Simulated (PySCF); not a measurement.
**FeP at PBE**

Computed with PBE; Fe def2-TZVPP, P def2-TZVPP; no relativity (PySCF 2.14).

```
state                                           : ⁶Σ⁺ (sextet), unpaired electrons σ ↑, π ↑↑, δ ↑↑
bond length                                     : 2.059 Å
harmonic wavenumber                             : 449 cm⁻¹
force constant                                  : 2.37 mdyn/Å
rotational constant Be                          : 0.1994 cm⁻¹
anharmonicity ωexe                              : 1.78 cm⁻¹
vibration–rotation constant αe                  : 0.00113 cm⁻¹
bond order (Mayer)                              : 2.44
dipole moment (positive dipole means Fe(−)P(+)) : -3.62 D
```

De is left out where the level can put another filling of the metal’s s and d shells below the measured ground configuration, by anything from nothing to about 1 eV. The state is the lowest single determinant that the PBE0 search found; with open d or f shells the true ground state can be another one.
